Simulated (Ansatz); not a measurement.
`C#[C][GeH2][OH]` + HCl → `C#[C][GeH2][Cl]` + H₂O  (ligand exchange at a Ge–O bond)

Isolated molecules relaxed with PBE0-D4/def2-TZVP in Ansatz; ΔE leaves out vibrations. CCSD(T)/CBS adds triple-zeta CCSD(T) − MP2 to the extrapolated MP2 energy (def2 sets, frozen cores). This one scheme is used for every species. DFT in def2-TZVPP. B3LYP here is the variant with VWN-RPA as its local correlation; programs differ in this. For Ge outer-core shells are correlated without core-valence functions, which leaves a few kJ/mol of doubt a bond. Scalar relativity is left out up to krypton. Each species was taken in one conformer, which may not be the lowest.

```
             level  ΔE (kJ/mol)
       LDA (SPW92)        -47.6
              BLYP        -45.0
            r2SCAN        -49.3
             B3LYP        -47.5
      MP2/def2-SVP        -40.9
SCS-MP2/def2-QZVPP        -48.1
     MP2/CBS(def2)        -53.6
    CCSD/CBS(def2)        -50.2
```

Problem. What does CCSD(T)/CBS give? (An estimate is asked.)

Solution. The calculation gave: -50.2 kJ/mol. The listed levels differ from it by 2.6, 5.2, 0.9, 2.7, 9.3, 2.1, -3.4, 0.0 kJ/mol.

Largest T1 diagnostic among the species: 0.012.

From BLYP to BHLYP (50 % exact exchange), in def2-TZVPP and without D4, ΔE moves by −4.1 kJ/mol. Leaving LDA and LC-ωPBE aside and taking each functional with its dispersion term where it has one, the values, not all of them listed here, spread over 8.8 kJ/mol, from HSE06-D4 to CAM-B3LYP-D4. At CCSD(T), def2-SVP lies +10.3 kJ/mol from the extrapolated value and def2-TZVPP +4.5 kJ/mol.
